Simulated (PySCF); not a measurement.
Atoms are numbered as in `[CH3:1][C:2](=[O:3])[O:4][SiH2:5][O:6][CH2:7][C:8](=[O:9])[OH:10]` (H(Xn): hydrogen on atom n).

Level of theory: σ from GIAO-PBE0/pcSseg-1, GFN2-xTB geometry, in PySCF 2.14.0 with density-fitted response routines (non-relativistic Hamiltonian, one computed conformer, averaged over atoms made equivalent by symmetry, fast rotation or ring inversion, no solvent).

References, each an isolated molecule treated in the same way: 13C and 1H and 29Si vs TMS; 17O vs H2O.

| atoms | nucleus | count | Hirshfeld charge | δ (ppm) |
| --- | --- | --- | --- | --- |
| C7 | 13C | 1 | 0.01 | 64.2 |
| O9 | 17O | 1 | -0.28 | 428.1 |
| H(Si5) | 1H | 2 | -0.08 | ? |
| C1 | 13C | 1 | -0.12 | 24.3 |
| O4 | 17O | 1 | -0.19 | 213.3 |
| C2 | 13C | 1 | 0.23 | ? |
| H(C1) | 1H | 3 | 0.06 | 2.16 |
| H(C7) | 1H | 2 | 0.06 | 4.66 |
| Si5 | 29Si | 1 | 0.44 | -25.2 |
| H(O10) | 1H | 1 | 0.20 | ? |
| O3 | 17O | 1 | -0.26 | 471.6 |
| O6 | 17O | 1 | -0.22 | ? |
| O10 | 17O | 1 | -0.15 | 213.2 |
| C8 | 13C | 1 | 0.21 | 176.3 |

Fill in the missing shifts.

Results:


- C2: 176.7 ppm, carbonyl carbon
- H(O10): 6.51 ppm, hydrogen on an acid hydroxyl oxygen; labile proton, position sensitive to the medium
- H(Si5): 5.31 ppm, hydrogen on a silicon bonded to 2 O
- O6: 24.1 ppm, oxygen bonded to C, Si

The OH or NH signal is concentration- and solvent-dependent in practice; the value given is the gas-phase one. Shifts are as computed. Against solution values, carbons near 30 ppm lie about +3 ppm off and those near 130 ppm about +5 ppm. Of 1309 compounds with measured shifts, 239 miss one by over three times the rms of a fit or turn the order of signals round; such compounds aren't used in these exercises. In solution the two oxygens of a carboxylic acid exchange roles by proton transfer and give one 17O line. Hydrogen bonding in solution shields acid and N–H amide carbonyl oxygens by tens of ppm. Hydrogen bonding in solution deshields acid and N–H amide carbonyl carbons by as much as 10 ppm beyond these values. Unscaled 17O shifts of doubly bonded oxygen tend to come out too high, by tens of ppm or more. Experimental scales use liquid or dissolved standards, which lie at an offset from isolated H2O (liquid H2O: subtract about 36 ppm).
